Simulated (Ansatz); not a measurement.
`CN([SiH3])CN` and `C[N]([SiH3])[InH2]` differ in one atom or group.

Ansatz, PBE0-D4/def2-TZVP geometries, multiplicity 1. Each molecule was computed in one conformer, which needn't be the lowest.

Elements past krypton have def2 core potentials.

```json
{"property": "size of the dipole moment (PBE/def2-TZVPP) / D", "`CN([SiH3])CN`": "1.33"}
{"property": "ideal-gas entropy at 298 K and 1 bar (rigid rotor, harmonic PBE0-D4/def2-TZVP) / J/(mol·K)", "`CN([SiH3])CN`": "357"}
{"property": "LUMO energy (PBE/def2-TZVPP) / eV", "`CN([SiH3])CN`": "-0.29"}
{"property": "LUMO energy (PBE0/def2-TZVPP) / eV", "`CN([SiH3])CN`": "0.54"}
{"property": "HOMO–LUMO gap (ωB97M-V/def2-TZVPP) / eV", "`CN([SiH3])CN`": "10.92"}
{"property": "HOMO energy (ωB97M-V/def2-TZVPP) / eV", "`CN([SiH3])CN`": "-8.84"}
```

Give the same properties after the change, and the shifts. (An estimate is asked.)

The calculation gave: 
```json
{"property": "size of the dipole moment (PBE/def2-TZVPP) / D", "`C[N]([SiH3])[InH2]`": "1.12", "shift": "-0.21"}
{"property": "ideal-gas entropy at 298 K and 1 bar (rigid rotor, harmonic PBE0-D4/def2-TZVP) / J/(mol·K)", "`C[N]([SiH3])[InH2]`": "369", "shift": "12"}
{"property": "LUMO energy (PBE/def2-TZVPP) / eV", "`C[N]([SiH3])[InH2]`": "-2.15", "shift": "-1.86"}
{"property": "LUMO energy (PBE0/def2-TZVPP) / eV", "`C[N]([SiH3])[InH2]`": "-1.46", "shift": "-2.00"}
{"property": "HOMO–LUMO gap (ωB97M-V/def2-TZVPP) / eV", "`C[N]([SiH3])[InH2]`": "8.92", "shift": "-2.00"}
{"property": "HOMO energy (ωB97M-V/def2-TZVPP) / eV", "`C[N]([SiH3])[InH2]`": "-8.98", "shift": "-0.14"}
```

With PBE0 the HOMO falls by 0.21 eV and the LUMO falls by 2.00 eV, so the gap narrows by about 1.79 eV. PBE moves the HOMO by -0.36 eV and ωB97M-V by -0.14 eV. The zero-point energy changes by -117.2 kJ/mol with -9 modes. Dipoles are sizes alone; their direction can turn.

Positive LUMOs are unbound, so they and the gaps depend on the basis.
